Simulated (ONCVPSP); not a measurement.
Before and after: ONCV potential for Pd (Z = 46)

- Element: Pd
- Generator: ONCVPSP 4.0.1
- Type: optimised norm-conserving Vanderbilt (ONCV)
- Functional: PW91
- Relativity: scalar-relativistic
- Frozen core: [Ar] 3d10
- Valence charge: 18
- Reference configuration: 4s2 4p6 4d8 (charge +2)
- Partial waves: 4s: rc 1.55 bohr, ncon 4, nbas 9, qcut 8.1 1/bohr, 2 projectors, debl 3.3 Ha; 4p: rc 1.10 bohr, ncon 3, nbas 7, qcut 7.3 1/bohr, 2 projectors, debl 3.9 Ha; 4d: rc 2.00 bohr, ncon 5, nbas 10, qcut 9.5 1/bohr, 2 projectors, debl 2 Ha
- Local potential: polynomial inside 0.85 bohr (lpopt 5, dvloc0 1 Ha)
- Core correction: Teter function, fcfact 3.25, rcfact 1.45

In the s channel the program set the typed energies aside and used -4.063, 0.050 Ha.

Change: core correction Teter function, fcfact 3.25, rcfact 1.62.

Cutoffs: the cutoffs (Ha) at which the residual kinetic energy of the hardest occupied pseudo-wave falls to 1 and 0.1 mHa per electron; they do not see the model core or the augmentation charge, which bear on the density cutoff. Errors are all-electron minus pseudo energies relative to the spin-unpolarised reference configuration.

What does the change do?

The potential gets neither clearly harder nor softer (74 Ha and 172 Ha → 74 Ha and 172 Ha); of the 4 tests that both files solve, the error grows in 0 and shrinks in 2 by more than 15 % and 0.3 meV (median size 3.2 → 2.9 meV); neither file shows a bound ghost. A model core, the more so a compact one, raises the density cutoff, which this test does not measure.

```csv
quantity,base,changed
"cutoff, loose",74 Ha,74 Ha
"cutoff, tight",172 Ha,172 Ha
bound ghosts,none,none
GHOST(+) flags under 300 eV,s at 76.4 eV,s at 76.4 eV
"error for 4s2 4p6 4d10, meV [ΔE -30.08 eV]",+4.2,+3.5
"error for 4s2 4p6 4d9, meV [ΔE -20.89 eV]",+3.3,+3.0
"error for 4s2 4p6 4d7, meV [ΔE 34.44 eV]",+3.0,+2.3
"error for 4s2 4p6 4d8 5s1, meV [ΔE -16.37 eV]",+2.9,+2.7
s: phases at 1.57 bohr within 0.05 rad from the reference energy up to (Ha; the scan ends near 5),2.6,2.6
p: phases at 1.12 bohr within 0.05 rad from the reference energy up to (Ha; the scan ends near 5),to the end of the scan,to the end of the scan
d: phases at 2.03 bohr within 0.05 rad from the reference energy up to (Ha; the scan ends near 5),to the end of the scan,to the end of the scan
"rms error of d²Exc/dni dnj with the model core, mHa",1.64,2.97
```
